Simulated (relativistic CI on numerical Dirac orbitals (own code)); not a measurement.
What each ingredient does to the levels of Ba XXXVIII

Base calculation: Dirac-Coulomb-Breit CI, KLI orbitals optimised for each configuration, model QED (radiative potential, 1s self-energy scaled to tabulated hydrogen-like ionisation energies), unscaled Slater integrals.

Configurations in the expansion (outside the closed core [Ne]): 3s2 3p6 3d, 3s2 3p5 3d2, 3s 3p6 3d2, 3s2 3p6 4s, 3s2 3p6 4p, 3s2 3p6 4d, 3s2 3p5 3d 4s, 3s2 3p6 4f, 3s2 3p5 3d 4p, 3s2 3p5 3d 4d, 3s 3p6 3d 4s, 3p6 3d2 4p, 3s2 3p5 3d 4f, 3s 3p6 3d 4p, 3s 3p6 3d 4d, 3s2 3p6 5s, 3s2 3p6 5p, 3s 3p6 3d 4f, 3s2 3p6 5d, 3s2 3p6 5f, 3s2 3p6 5g, 3p6 3d3, 3p5 3d4, 3p5 3d3 4s, 3p6 3d2 4s, 3p5 3d2 4s2, 3p6 3d2 4d, 3p5 3d3 4d, 3p5 3d2 4s 4d. Double excitations out of closed p, d and f shells are left out; levels of such configurations are missing from the list, as are those of other unlisted configurations, and high levels can miss mixing partners. These lack a partner that the ground configuration has and come out too high: 3s2 3p5 3d 4p, 3s2 3p5 3d 4f.

Variants: (1) valence Slater integrals scaled by 0.9; (2) configuration mixing switched off; (3) one mean potential for all configurations. Shifts of the energy above 3s2 3p6 3d 2D_3/2, in eV, for the lowest level and the first level of each name with at least 55 % of one term (blank where a level changes its place among those of its configuration and J or its character, or is not in the variant):

| Level | Base | Δ(1) | Δ(2) | Δ(3) |
| --- | --- | --- | --- | --- |
| 3s2 3p6 3d 2D_3/2 | 0.000 | 0.000 | 0.000 | 0.000 |
| 3s2 3p6 3d 2D_5/2 | 20.196 | +0.004 | +0.021 | +0.005 |
| 3s2 3p5 3d2 4D°_1/2 | 172.646 | +1.968 | -0.874 | -0.047 |
| 3s2 3p5 3d2 4D°_3/2 | 173.679 | +1.708 | -0.843 | -0.046 |
| 3s2 3p5 3d2 4G°_9/2 | 194.635 | +1.370 | -0.729 | -0.046 |
| 3s2 3p5 3d2 4G°_11/2 | 200.894 | +0.990 | -0.694 | -0.046 |
| 3s2 3p5 3d2 2H°_11/2 | 217.663 | +0.641 | -0.693 | -0.046 |
| 3s2 3p5 3d2 2G°_9/2 | 225.983 |  | -0.800 | -0.046 |
| 3s2 3p5 3d2 2P°_1/2 | 228.307 | -0.131 | -0.857 | -0.048 |
| 3s2 3p5 3d2 2F°_5/2 | 230.598 | -1.396 | -0.556 | -0.046 |
| 3s 3p6 3d2 4F_3/2 | 412.472 | +1.112 | -0.563 | +0.077 |
| 3s 3p6 3d2 4F_5/2 | 417.727 | +0.810 | -0.589 | +0.075 |
| 3s 3p6 3d2 4P_1/2 | 430.334 | -0.298 | -0.530 | +0.077 |
| 3s 3p6 3d2 4F_7/2 | 431.063 | +1.217 | -0.558 | +0.068 |

At this charge energies of transitions that change n are usually good to better than 1 %, and those within a shell (Δn = 0) to a few per cent.

Ionisation energy from the two ground configurations alone: base 2546.55 eV. The NIST ASD value (theoretical) is 2547 eV.

LS names give the leading component of a level, which can be under half, so a name can repeat, a term be missing and a line seem to break the LS rules.
